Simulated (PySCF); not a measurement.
He: excitation energy

He 1s2 (1S) → He 1s1 2p1, s spin flipped, as a difference of total energies. Calculation: PySCF 2.14, in x2c-QZVPPall with one added diffuse shell each of s, p, d type (5s4p3d1f, 39 functions); the spin-free X2C one-electron Hamiltonian (Gaussian nucleus). Correlated levels: valence: nothing frozen. The calculations carry no spin-orbit coupling.

| method | excitation energy (cm⁻¹) |
| --- | --- |
| UHF | 186440 |
| MP2 (valence) | 193150 |
| SCS-MP2 (valence) | 194490 |

The upper determinant mixes two multiplicities, so it lies between the two terms.

The promoted electron is Rydberg-like, and one or two diffuse shells describe it only roughly, which tends to raise the upper state.

The coupled-cluster amplitudes are large for the upper state (T1 above 0.03 or a double amplitude above 0.15), so a single reference is strained.
